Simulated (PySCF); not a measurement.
GaBr3, SMILES [Br][Ga]([Br])[Br]. Geometry: PBE0-D3(BJ)/def2-SVP. The isomer is the one that the SMILES or the coordinates give; other isomers of the formula were not compared.

Computed equilibrium geometry at PBE0-D3(BJ)/def2-SVP (PySCF confirms it by a frequency run) as Cartesian coordinates in Å, and its point group:
point group D3h.
```xyz
4

Ga     0.0000     0.0000     0.0000
Br     2.2641     0.0000     0.0000
Br    -1.1320    -1.9607     0.0000
Br    -1.1320     1.9607     0.0000
```
Charge 0, spin multiplicity 1.
